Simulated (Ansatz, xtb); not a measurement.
**Relative energy of two isomers of C5H5OP**

Structure a: `C=CC1=PC=CO1`, a singlet. Structure b: `C=CC1=CP=CO1`, a singlet. Both are isolated molecules in the gas phase, relaxed with r2SCAN-D4/def2-SVP, each in the lowest conformer that the search found.

Energies in hartree; the thermal terms are from GFN2-xTB frequencies at re-optimised GFN2-xTB minima (ideal gas, soft modes damped towards free rotors, one conformer each, 298.15 K, 1 atm) and include the zero-point energy:

|  | a | b |
| --- | --- | --- |
| E, CCSD(T)/def2-SVP | −608.524343 | −608.523452 |
| E, MP2/def2-SVP | −608.437431 | −608.436466 |
| E, MP2/def2-TZVPP | −609.078343 | −609.077428 |
| zero-point energy | 0.084795 | 0.084764 |
| H(298 K) − E | 0.092186 | 0.092154 |
| G(298 K) − E | 0.054035 | 0.053984 |

Task: Correct the CCSD(T) difference for the basis set by the MP2 change, then work out ΔE, ΔE₀, ΔH and ΔG for a → b in kJ/mol (1 Eh = 2625.50 kJ/mol) and the equilibrium ratio [b]/[a].

Result: 1. Differences b − a: CCSD(T) +0.000891, MP2 in the small set +0.000965, MP2 in the large set +0.000915 Eh.
2. ΔE = +0.000891 + (+0.000915 − (+0.000965)) = +0.000841 Eh = +2.21 kJ/mol.
3. ΔE₀ = ΔE + ΔZPE = +0.000841 + (−0.000031) Eh = +2.13 kJ/mol.
4. ΔH = ΔE + (−0.000032) Eh = +2.12 kJ/mol.
5. ΔG = ΔE + (−0.000051) Eh = +2.07 kJ/mol, so ΔS = (ΔH − ΔG)/T = +0.2 J/(mol K).
6. kT = 0.9442 mEh, so K = [b]/[a] = exp(−ΔG/kT) = exp(−0.84) ≈ 0.43.

The two are too close for this level to say which is favoured. An error of 4 kJ/mol in ΔG would change K by a factor of 5. Mirror images and further conformers aren't counted.

As drawn, both hold the same kinds of bond in the same numbers.

Other levels gave ΔE = +4.2 (GFN2-xTB); +3.6 (HF/STO-3G, GFN2-xTB geometries); +4.6 (r2SCAN-D4/def2-SVP//GFN2-xTB); +4.7 (r2SCAN-D4/def2-SVP); +3.0 (HF/def2-SVP); +2.5 (MP2/def2-SVP); +2.3 (CCSD(T)/def2-SVP) kJ/mol. The correlated steps freeze 11 core orbitals. Programs: Ansatz 0.2.0, xtb 6.7.1.
